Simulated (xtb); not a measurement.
C2H6Te, SMILES C[Te]C. All values are semi-empirical tight-binding results from xtb (GFN2-xTB unless named), good for trends rather than for accurate numbers. Coordinates come from a GFN2-xTB optimisation.

**Question.** Estimate the properties. (The exact figures need the calculation; the answer reports its results.)

**Answer.** 
| Item | Value |
|---|---|
| point group as xtb finds it | C2v |
| orbital gap | 4.19 eV |
| zero-point energy | 45.3 kcal/mol |
| G − E(el) at 298.15 K (modified RRHO) | 26.9 kcal/mol |
| static polarisability (D4 model) | 66.6 bohr³ |
| solvation energy, GFN2-xTB/ALPB(water) | -0.9 kcal/mol |
| solvation energy, GFN2-xTB/ALPB(octanol) | -3.7 kcal/mol |
